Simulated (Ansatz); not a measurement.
Input and output for `[CH3][Al]([OH])[Se][GaH2]`.

```yaml
crystal:
  periodic: [false, false, false]
  atoms:
    - {symbol: C, position_ang: [-1.688806, 0.237581, 1.616237]}
    - {symbol: Al, position_ang: [-0.533473, -0.280907, 0.153704]}
    - {symbol: O, position_ang: [0.949078, 0.614978, -0.165362]}
    - {symbol: Se, position_ang: [-0.417045, -1.827365, -1.480920]}
    - {symbol: Ga, position_ang: [1.619010, -0.498806, -1.819235]}
    - {symbol: H, position_ang: [-2.020638, 1.274462, 1.508899]}
    - {symbol: H, position_ang: [-1.168482, 0.158391, 2.575355]}
    - {symbol: H, position_ang: [-2.576684, -0.396581, 1.663068]}
    - {symbol: H, position_ang: [1.364717, 1.370486, 0.249384]}
    - {symbol: H, position_ang: [1.539978, 0.522930, -3.004751]}
    - {symbol: H, position_ang: [2.932345, -1.175179, -1.296379]}
basis:
  gaussian: {orbitals: def2-TZVPD}
hamiltonian: {xc: {name: revPBE}}
accuracy: high
output: {forces: true}
```

```sh
$ ansatz run in.yaml --threads 2 --pin off --events-out ev --progress --plain --max-ram 32768MiB --backend cuda --devices 0, --max-vram 18GiB
```

Output, abridged:

```
Functional definition: revPBE
  name "revPBE"
  cite "Zhang & Yang, Phys. Rev. Lett. 80, 890 (1998) doi:10.1103/PhysRevLett.80.890"
  cite "Perdew, Burke & Ernzerhof, Phys. Rev. Lett. 77, 3865 (1996) doi:10.1103/PhysRevLett.77.3865"
  parameter kappa = 1.245
  parameter beta = 0.06672455060314922
  exchange = pbe_x(kappa = kappa, mu = beta*pi^2/3)
  correlation = pbe_c(beta = beta)
4571 factors; integrals over basis functions are off by at most 6.4e-9 eV
mean field evaluation 1: about -127484.1154 eV, gradient 9.4e1 eV
mean field evaluation 2: about -127434.3680 eV, gradient 1.7e2 eV
mean field evaluation 4: about -127499.6920 eV, gradient 1.7e1 eV
mean field evaluation 8: about -127500.3383 eV, gradient 5.1e-1 eV
mean field evaluation 16: about -127500.3332 eV, gradient 2.7e-4 eV
mean field -127500.33324533 eV, -4685.5508239362 hartree, gradient 7.2e-8 eV, S^2 0.000000; 0 other end points of the search recorded, 0 dependent functions left out
the calculation of the forces begins
reference -127500.33325385 eV, -4685.5508242489 hartree; 49, 49 occupied and 236, 236 virtual orbitals, 4571 factors
Total energy: -127500.33325385 eV, -4685.5508242489 hartree
Atom 0 at    -1.688806     0.237581     1.616237 Å, force    -0.039531     0.006016     0.037854 eV/Å
Atom 1 at    -0.533473    -0.280907     0.153704 Å, force    -0.277494    -0.110515     0.115160 eV/Å
Atom 2 at     0.949078     0.614978    -0.165362 Å, force     0.099618    -0.002509    -0.085061 eV/Å
Atom 3 at    -0.417045    -1.827365    -1.480920 Å, force    -0.228610    -0.429729    -0.241419 eV/Å
Atom 4 at     1.619010    -0.498806    -1.819235 Å, force     0.218567    -0.057221    -0.234905 eV/Å
Atom 5 at    -2.020638     1.274462     1.508899 Å, force    -0.090020     0.253861    -0.014768 eV/Å
Atom 6 at    -1.168482     0.158391     2.575355 Å, force     0.115706    -0.015287     0.243468 eV/Å
Atom 7 at    -2.576684    -0.396581     1.663068 Å, force    -0.222922    -0.146864     0.025207 eV/Å
Atom 8 at     1.364717     1.370486     0.249384 Å, force     0.262853     0.460260     0.244690 eV/Å
Atom 9 at     1.539978     0.522930    -3.004751 Å, force    -0.005137     0.126167    -0.150693 eV/Å
Atom 10 at     2.932345    -1.175179    -1.296379 Å, force     0.166969    -0.084179     0.060468 eV/Å
Dipole moment:    -0.076329     0.605415     0.665590 e Å
```

Run time 12 s (2 threads of an AMD EPYC 7R13 on a shared host and a share of an NVIDIA H100 80 GB); peak host memory 1.3 GiB.
